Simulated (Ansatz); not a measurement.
Molecule: dibromo(fluoro)borane, sum formula BBr2F (charge 0, singlet). 
Coordinates optimised at B3LYP-D3(BJ)/def2-TZVP (Ansatz, a quantum-chemistry and plane-wave program):
SMILES: BrB(Br)F
```xyz
4

B     -0.0026     0.6329    -0.0092
F     -0.0081     1.9437    -0.0282
Br    -1.6688    -0.3010     0.0771
Br     1.6712    -0.2892    -0.0685
```
Charge 0, spin multiplicity 1.

Basis-set convergence of Hartree-Fock and CCSD correlation energies (hartree) with Ansatz. Cores are frozen in the correlated levels unless marked. Spin-orbit coupling is left out. Frozen are the shells of the preceding noble gas and the d and f shells that filled before the atom's block. Non-relativistic.

```tsv
basis	functions	E(HF)	E(corr, CCSD)
aug-cc-pVDZ	118	-5269.04294	-0.54924
aug-cc-pVTZ	210	-5269.23057	-0.70306
aug-cc-pVQZ	346	-5269.24478	-0.75605
```

Extrapolating the two largest sets (X = 3 and 4) as X^-3: E(corr) = (64·(-0.75605) - 27·(-0.70306))/37 = -0.7947 Eh, an estimate of the basis-set limit. The largest set recovers 95.1 % of it, the smallest 69.1 %.
